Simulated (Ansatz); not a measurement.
Geometry optimisation, RKS B3LYP-D4/def2-SVP (Ansatz 0.2.0).

Input file:

```yaml
crystal:
  periodic: [false, false, false]
  atoms:
    - { symbol: Sn, position_ang: [0.0, 0.0, 0.0] }
    - { symbol: H, position_ang: [0.0, 0.0, 1.74] }
    - { symbol: H, position_ang: [1.6408, 0.0, -0.5794] }
    - { symbol: O, position_ang: [-0.9232, 1.5994, -0.6527] }
    - { symbol: H, position_ang: [-1.881, 1.3686, -0.8751] }
    - { symbol: C, position_ang: [-1.0126, -1.7544, -0.716] }
    - { symbol: H, position_ang: [-1.5123, -2.2661, 0.1329] }
    - { symbol: H, position_ang: [-1.7727, -1.4617, -1.4701] }
    - { symbol: H, position_ang: [-0.2768, -2.4431, -1.1811] }
basis:
  gaussian: { orbitals: def2-SVP }
hamiltonian:
  xc: b3lyp
  dispersion: d4
relax:
  f_tol: 0.02
  max_steps: 40
```

Run as:

```bash
$ ansatz run input.yaml --threads 2 --pin off --max-ram 3072MiB --backend cpu --events-out ev --progress --plain --runs-dir out
```

Where does it end, and by what steps?

It converged. The force dipped under the threshold on the way, but the program's further checks kept it going. After 22 steps the energy has fallen by 0.135 eV; H8 moved furthest, 0.73 Å.

```
step  energy less start (eV)  largest force component (eV/Å)  accepted
   0                  0.0000                           2.247       yes
   1                 -0.0855                           0.804       yes
   2                 -0.1062                           0.829       yes
   3                 -0.1158                           0.222       yes
   4                 -0.1219                           0.130       yes
   5                 -0.1255                           0.042       yes
   6                 -0.1274                           0.017       yes
   7                 -0.1000                           1.330        no
   8                 -0.1285                           0.061       yes
   9                 -0.1269                           0.430        no
  10                 -0.1292                           0.052       yes
  11                 -0.1297                           0.069       yes
  12                 -0.1305                           0.155       yes
  13                 -0.1316                           0.070       yes
  14                 -0.1328                           0.009       yes
  15                 -0.1210                           0.508        no
  16                 -0.1339                           0.047       yes
  17                 -0.1333                           0.171        no
  18                 -0.1338                           0.059        no
  19                 -0.1342                           0.020       yes
  20                 -0.1347                           0.018       yes
  21                 -0.1344                           0.135        no
  22                 -0.1352                           0.017       yes
```

```xyz
9
Properties=species:S:1:pos:R:3
Sn -0.001 -0.045 -0.085
H 0.117 0.020 1.639
H 1.521 0.186 -0.845
O -1.036 1.552 -0.720
H -1.867 1.671 -0.240
C -0.992 -1.852 -0.750
H -1.929 -2.000 -0.193
H -1.216 -1.769 -1.823
H -0.335 -2.720 -0.584
```

Whether the end is a true minimum wasn't checked by a vibrational analysis.

The run took 28 s on 2 threads of Intel(R) Xeon(R) 6975P-C (Granite Rapids) (shared host), peak memory 0.19 GiB.
